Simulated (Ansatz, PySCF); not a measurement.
Ge(H)2(Cl)(vinyl) (C2H5ClGe), SMILES [GeH2]([CH]=C)[Cl].

Coordinates come from a r2SCAN-D4/def2-SVP optimisation. This is a generated structure with no PubChem entry under its InChIKey; it may be hypothetical. Other conformers were not sampled.

Vertical ionisation energy (IE) and electron affinity (EA) in eV. Rows of orbital energies are one-electron estimates. Where ΔSCF, EOM or ADC give a negative EA the extra electron is unbound and the value depends on the basis.

| level | IE | EA |
|---|---|---|
| −ε(HOMO), −ε(LUMO), HF/def2-TZVP (PySCF) | 10.61 | -3.10 |
| −ε(HOMO), −ε(LUMO), PBE/def2-TZVP (PySCF) | 7.04 | 1.65 |
| ΔSCF, PBE0/def2-SVPD (Ansatz), final states of multiplicity 2 and 2 | ? | ? |
| ΔSCF, PBE/def2-SVPD (Ansatz), final states of multiplicity 2 and 2 | 9.91 | -0.83 |

Q: Complete the blanks. (An estimate is asked for; the answer gives what the named calculation found.)

A: 
- ΔSCF, PBE0/def2-SVPD (Ansatz, a program for electronic structure), final states of multiplicity 2 and 2, IE: 10.24
- ΔSCF, PBE0/def2-SVPD (Ansatz), final states of multiplicity 2 and 2, EA: -1.02

Q: What vertical singlet–triplet gap does ΔSCF give with PBE0/def2-SVPD (Ansatz) and with PBE/def2-SVPD (Ansatz)? (The exact figures need the calculation; the answer reports its results.)

A: 4.15 and 4.33 eV (triplet above singlet where positive).
